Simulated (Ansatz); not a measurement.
Single points on Hf7.

```yaml
crystal:
  periodic: [false, false, false]
  atoms:
    - {symbol: Hf, position_ang: [0.440939, -2.337737, 0.343808]}
    - {symbol: Hf, position_ang: [0.826841, -0.910792, -2.064967]}
    - {symbol: Hf, position_ang: [-0.742269, 2.017499, 1.075514]}
    - {symbol: Hf, position_ang: [0.005326, 1.759264, -1.637932]}
    - {symbol: Hf, position_ang: [1.556428, 0.365419, 0.436812]}
    - {symbol: Hf, position_ang: [-0.531029, -0.527688, 2.284081]}
    - {symbol: Hf, position_ang: [-1.556236, -0.365964, -0.437326]}
basis:
  gaussian: {orbitals: def2-TZVP, initial_orbitals: start.molden}
hamiltonian: {xc: r2scan, dispersion: d4}
scf: {omitted_lower_state_checks: [starts]}
output: {forces: true, orbitals: {seedname: orbitals}}
```

The file start.molden holds the orbitals of an earlier run on this structure, at another level or in another basis.

```sh
$ ansatz run in.yaml --threads 4 --pin off --events-out ev --progress --plain --max-ram 4787MiB
```

Output, abridged:

```
Functional definition: r2SCAN
2415 factors; their error is unknown
mean field evaluation 1: about -9142.8419 eV, gradient 5.6e0 eV
mean field evaluation 2: about -9142.9882 eV, gradient 2.6e-1 eV
mean field evaluation 4: about -9142.9613 eV, gradient 1.6e-2 eV
mean field evaluation 8: about -9142.9613 eV, gradient 2.0e-5 eV
mean field -9142.96132612 eV, -335.9976314130 hartree, gradient 2.0e-5 eV, S^2 0.000000; 0 other end points of the search recorded, 0 dependent functions left out
reference -9142.96133922 eV, -335.9976318947 hartree; 42, 42 occupied and 238, 238 virtual orbitals, 2415 factors
Total energy: -9143.00671520 eV, -335.9992994310 hartree
Atom 0 at     0.440939    -2.337737     0.343808 Å, force     0.017001    -0.049491     0.007934 eV/Å
Atom 1 at     0.826841    -0.910792    -2.064967 Å, force    -0.001331    -0.027435    -0.054198 eV/Å
Atom 2 at    -0.742269     2.017499     1.075514 Å, force    -0.036590     0.041263     0.014345 eV/Å
Atom 3 at     0.005326     1.759264    -1.637932 Å, force     0.025608     0.047768    -0.030376 eV/Å
Atom 4 at     1.556428     0.365419     0.436812 Å, force    -0.302741    -0.070229    -0.078556 eV/Å
Atom 5 at    -0.531029    -0.527688     2.284081 Å, force    -0.002406    -0.011677     0.050476 eV/Å
Atom 6 at    -1.556236    -0.365964    -0.437326 Å, force     0.300459     0.069801     0.090374 eV/Å
Dipole moment:    -0.000130    -0.000568     0.000887 e Å
Checks for a lower state left out: starts
```

Run time 61 s (4 threads of Intel Xeon on a shared host), peak host memory 0.8 GiB.

The first input with `gaussian: {orbitals: def2-TZVPD, initial_orbitals: start.molden}`, `hamiltonian: {xc: pbe0, dispersion: d4}`, `output: {orbitals: {seedname: orbitals}}` (abridged; 56 s):

```
Functional definition: PBE0
mean field -9136.46008319 eV, -335.7587151422 hartree, gradient 2.6e-5 eV, S^2 0.000000
Total energy: -9136.72448255 eV, -335.7684316395 hartree
Checks for a lower state left out: starts
```

Geometry: PBE-D4/def2-SVP.

In the def2 sets Hf takes a core potential; there is no spin–orbit coupling. The restricted singlet is unstable towards broken spin symmetry at other levels; at r2SCAN-D4/def2-TZVP, PBE0-D4/def2-TZVPD this wasn't settled. The structure comes from a short search, and lower isomers may exist.
